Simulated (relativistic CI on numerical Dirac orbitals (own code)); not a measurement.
**Ions with 10 electrons, Ne to Mn¹⁵⁺**

Calculated at this level of theory: Dirac-Coulomb-Breit CI, separate exchange-only KLI orbitals for each configuration, QED by a radiative potential, valence Slater integrals scaled by 0.9, P86 correlation energy added to each configuration (own radial code, finite nucleus).

Configuration list (outside the closed core 1s2): 2s²2p⁶, 2s²2p⁵3s, 2s²2p⁵3p, 2s²2p⁵3d, 2s2p⁶3s, 2s2p⁶3p, 2s2p⁶3d. Levels of other configurations are missing.

Energies above each ion's lowest level, in eV. Levels are followed by their leading LS label, which can pass from one level to another where the coupling changes.

```
  Ion  2s²2p⁶ ¹S0  2s²2p⁵3s ³P°2  2s²2p⁵3s ³P°1  2s²2p⁵3s ³P°0  2s²2p⁵3s ¹P°1
   Ne           0         15.798         15.849         15.892         16.032
 Mg²⁺           0         52.387         52.539         52.658          53.13
 Al³⁺           0         76.206         76.432         76.626         77.218
 Si⁴⁺           0         103.77         104.08         104.39         105.07
  P⁵⁺           0         135.07          135.5         135.96         136.72
  S⁶⁺           0         170.13         170.67         171.36         172.17
 Cl⁷⁺           0         208.92          209.6          210.6         211.44
 Ar⁸⁺           0         251.46         252.27         253.68         254.55
  K⁹⁺           0         297.73         298.67         300.62         301.52
Ca¹⁰⁺           0         347.74          348.8         351.43         352.36
Sc¹¹⁺           ?              ?              ?              ?              ?
Ti¹²⁺           0         458.91         460.24         464.72         465.71
 V¹³⁺           0         520.07         521.53         527.23         528.25
Cr¹⁴⁺           0         584.94         594.72         593.67         586.52
Mn¹⁵⁺           0         653.51         665.14         664.06         655.21
```

Question: Fill in the row of Sc¹¹⁺.

Answer: 2s²2p⁶ ¹S0 0, 2s²2p⁵3s ³P°2 401.46, 2s²2p⁵3s ³P°1 402.66, 2s²2p⁵3s ³P°0 406.12, 2s²2p⁵3s ¹P°1 407.09 (eV).

The lowest level keeps the configuration 2s²2p⁶ and J = 0 throughout.

Between Z = 22 and 25 the energy of 2s²2p⁵3s ³P°2 follows a local power law Z^2.8. For orientation: electrostatic splittings inside a shell grow about linearly with the screened charge, excitations that change n as its square, and fine structure as its fourth power; written in Z itself the exponents are larger, since the screened charge grows faster in proportion.

The members near neutrality are the least accurate: they can be off by several eV, miss lower levels of configurations outside the list, or start from a wrong lowest level.
